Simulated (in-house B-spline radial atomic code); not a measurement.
Results of a calculation; reference values are marked as such.
Ta in an electron gas of r_s = 2: phase shifts, screening, friction and resistivity

A nucleus sits in a uniform electron gas with a rigid positive background. The Kohn-Sham equations are solved self-consistently in the spin-unpolarised LDA (PW92), non-relativistic, on B-splines with outgoing waves at the boundary and partial waves to l = 8. The model has no lattice, no bands and no magnetic solution. Atomic units; δ_l are the phase shifts at the Fermi level, counted so that each bound state adds π, and good to about 0.0005. Heavy atoms are models without relativity.

The density parameter is r_s = 2 bohr, near that of the valence electrons of Si (4 per atom, density 2.33 g/cm³, mass 28.09 u, which gives r_s = 2.01).

| l | δ_l (rad) |
| --- | --- |
| 0 | 14.7632 |
| 1 | 12.1878 |
| 2 | 8.1510 |
| 3 | 3.2036 |
| 4 | 0.0130 |
| 5 | 0.0023 |
| 6 | 0.0002 |
| 7 | -0.0003 |
| 8 | -0.0003 |

Bound levels below the band bottom (hartree): p -13.02, d -7.569, s -1.556, p -0.7294, f -0.5057 and deeper ones.

(1) Check the Friedel sum rule, and say where the screening charge sits.

(2) Find the transport cross section and the electronic stopping of a 10 keV Ta ion (mass 180.95 u).

(3) What residual resistivity would 1 atomic per cent of such centres give in a metal of this density?

(4) On a substitutional site the background of one host ion, a sphere holding 4 charges, is taken out. The phase shifts for l = 0 to 4 become 14.4008, 11.8772, 7.3913, 3.0870, -0.0173. What follows?

Answers

(1) k_F = (9π/4)^(1/3)/r_s = 0.95958. The rule is Z = (2/π) Σ (2l + 1) δ_l. The terms are s 9.399, p 23.277, d 25.945, f 14.276 and 0.086 beyond, in all 72.983 against Z = 73. Bound states hold 10 s, 24 p, 20 d and 14 f electrons, so the scattering states carry 4.98 in all; where a term is smaller than its bound count, the bound level has drawn weight out of the band.

(2) σ_tr = (4π/k_F²) Σ (l + 1) sin²(δ_l − δ_(l+1)). The terms for l = 0 to 3 are 0.2877, 1.2179, 2.8373, 0.0096, all together 4.3531, so σ_tr = 13.647 × 4.3531 = 59.409 bohr². With n = 3/(4π r_s³) = 0.02984, the friction coefficient is Q = n k_F σ_tr = 1.7012. For v well below v_F = 0.960, dE/dx = Q v; with 24801 eV per u at v = 1, v = √(10000/(24801 × 180.95)) = 0.0472, so dE/dx = 0.08030 hartree/bohr = 41.3 eV/nm. The largest term couples the d and f waves.

(3) Δρ = k_F n_i σ_tr/n in atomic units of 21.74 μΩ·cm. With one host atom per 4 electrons, n_i/n = 0.01/4, so Δρ = 0.9596 × 0.00250 × 59.409 × 21.74 = 3.10 μΩ·cm. This is an atom added to the gas, as on an interstitial site.

(4) The Friedel sum is now 69.00, for Z − 4 = 69. The sum in σ_tr is 4.7689, so σ_tr = 65.08 bohr² and Δρ = 3.39 μΩ·cm per atomic per cent, 1.10 times the value above. A real host ion scatters too, so this model doesn't give zero even for the host's own atom.
